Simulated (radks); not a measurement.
Values are calculated unless marked as measured or tabulated.
Q: The table gives one normalised radial function P(r) = r R(r) (large component) of Ti14+ in [He] 2s2 2p4 (r in bohr). Level of theory: Dirac Kohn-Sham, exchange-only PBE, spin-unpolarised, spherical densities, finite nucleus; open shells fill j = l - 1/2 first; Fermi nuclear charge, rms radius 3.5921 fm (a radial shooting solver on a logarithmic mesh with Libxc functionals).

r	P
0.00669	0.0150
0.008106	0.0216
0.009822	0.0311
0.012	0.0453
0.01454	0.0646
0.01761	0.0916
0.02151	0.1308
0.02607	0.1827
0.03158	0.2525
0.03858	0.3494
0.04674	0.4701
0.05664	0.6217
0.06917	0.8138
0.08382	1.0274
0.1016	1.2596
0.124	1.5006
0.1503	1.7015
0.1821	1.8362
0.2207	1.8679
0.2695	1.7642
0.3266	1.5326
0.3957	1.2042
0.4833	0.8241
0.5856	0.4941
0.7096	0.2485
0.8667	0.0965
1.05	0.0298

Which n and l does it have? It may be an empty orbital.

A: n = 2, l = 1: the number of nodes gives n - l - 1 = 0, the rise at small r points to l (this Dirac orbital starts outside the nucleus as r^gamma with gamma = sqrt((l + 1)^2 - (Z/c)^2) = 1.99; the j = 3/2 orbital of l + 1 starts with the same power, but with a smaller coefficient, and then steepens), and the extent must fit the shell. The curve is that of 2p3/2; the two j differ most near the nucleus, where j = l - 1/2 has the larger amplitude, and in heavy atoms j = l - 1/2 is also the more compact. 2p3/2: eigenvalue -907.94 eV, 0 radial nodes, <r> = 0.272 bohr, 90 % of the charge inside 0.442 bohr.
